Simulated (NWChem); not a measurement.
System: TiNH3O2; SMILES [NH]=[Ti]([OH])[OH]

```xyz
7

Ti    -0.0199     0.0001    -0.1564
N     -1.6655     0.0187     0.0762
H     -2.6609     0.0300     0.2897
O      0.8676     1.5644     0.0809
H      0.5772     2.4515     0.3063
O      0.8320    -1.5838     0.0808
H      0.5216    -2.4641     0.3061
```
Atoms are numbered in this order, from 1.

Program: NWChem. Pople sets run with spherical d functions. Geometry: optimised at PBE0/def2-SVP. B3LYP is NWChem's, with the RPA form of VWN correlation. GIAO values for the isolated, static molecule; σ is the absolute isotropic shielding, δ = σ(reference) − σ with the isolated reference molecule computed at the same levels (1H: tetramethylsilane, 15N: ammonia, 17O: water).

| level | σ Ti1 (ppm) | δ N2 (ppm) | δ H3 (ppm) | δ O4 (ppm) | δ H5 (ppm) |
|---|---|---|---|---|---|
| Hartree-Fock/6-31G* | ___ | ___ | ___ | ___ | ___ |
| B3LYP/6-31G* | -263.9 | 358.2 | 3.45 | 288.9 | 9.11 |
| KT2/pcSseg-1 | -450.9 | 378.0 | 3.66 | 334.6 | 10.07 |

Question: Some entries are withheld; supply them.

Answer: 
- Hartree-Fock/6-31G*, σ Ti1 (ppm): 74.7
- Hartree-Fock/6-31G*, δ N2 (ppm): 425.0
- Hartree-Fock/6-31G*, δ H3 (ppm): 2.59
- Hartree-Fock/6-31G*, δ O4 (ppm): 200.1
- Hartree-Fock/6-31G*, δ H5 (ppm): 6.95
